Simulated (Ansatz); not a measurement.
```xyz
10

C     1.843    0.843   -1.832
C     1.028    0.879   -0.943
Si   -0.223    0.851    0.375
Si   -1.015   -1.329    0.666
Cl    0.639    1.485    2.136
H     2.567    0.819   -2.614
H    -1.295    1.816    0.033
H    -2.024   -1.349    1.757
H     0.122   -2.216    1.019
H    -1.643   -1.800   -0.597
```

Charge 0, multiplicity 1.

Q: List the PBE0/def2-TZVPP orbital energies in eV (Ansatz). (Best estimate.)

A: Computed: Occupied: -2767.40, -1803.90, -1802.70, -278.84, -278.40, -259.26, -197.53, -197.40, -197.40, -146.12, -145.08, -100.82, -100.76, -100.74, -99.74, -99.73, -99.72, -23.18, -21.41, -16.64, -15.44, -14.46, -11.90, -11.21, -10.25, -10.08, -9.99, -9.27, -8.93, -8.63, -7.99. Lowest empty: -1.01, -0.49, 0.14, 0.49, 0.91, 1.52, 1.64, 2.18.
